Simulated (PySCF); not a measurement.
C5H13B, SMILES BCCC(C)C (GFN2-xTB optimised geometry):

```
19

B      1.609    -1.666     0.000
C      0.033    -1.666     0.000
C     -0.607    -0.270     0.000
C     -0.367     0.460     1.325
C      1.120     0.716     1.538
C     -1.142     1.776     1.361
H      2.210    -2.426     0.659
H      2.183    -1.015    -0.787
H     -0.398    -2.242     0.821
H     -0.280    -2.169    -0.921
H     -1.685    -0.359    -0.162
H     -0.194     0.325    -0.817
H     -0.730    -0.179     2.138
H      1.682    -0.212     1.401
H      1.314     1.090     2.541
H      1.489     1.444     0.817
H     -2.210     1.597     1.255
H     -0.974     2.294     2.302
H     -0.823     2.426     0.549
```

Calculation: B3LYP/def2-SVP run with PySCF.

Q: What are the frontier orbital energies and the dipole moment?

A: HOMO-2 -8.77 eV, HOMO-1 -8.59 eV, HOMO -8.27 eV, LUMO -1.09 eV, LUMO+1 1.57 eV; dipole moment 0.98 D.

On the same geometry PBE/def2-SVP run with PySCF gives HOMO-2 -7.62 eV, HOMO-1 -7.34 eV, HOMO -7.08 eV, LUMO -1.93 eV, LUMO+1 1.03 eV; dipole moment 1.13 D.

Meta-Löwdin charges at B3LYP/def2-SVP: B1 0.01, C2 -0.27, C3 -0.15, C4 -0.03, C5 -0.26, C6 -0.28, H7 -0.01, H8 -0.01, H9 0.09, H10 0.12, H11 0.08, H12 0.08, H13 0.08, H14 0.10, H15 0.10, H16 0.09, H17 0.09, H18 0.09, H19 0.09.
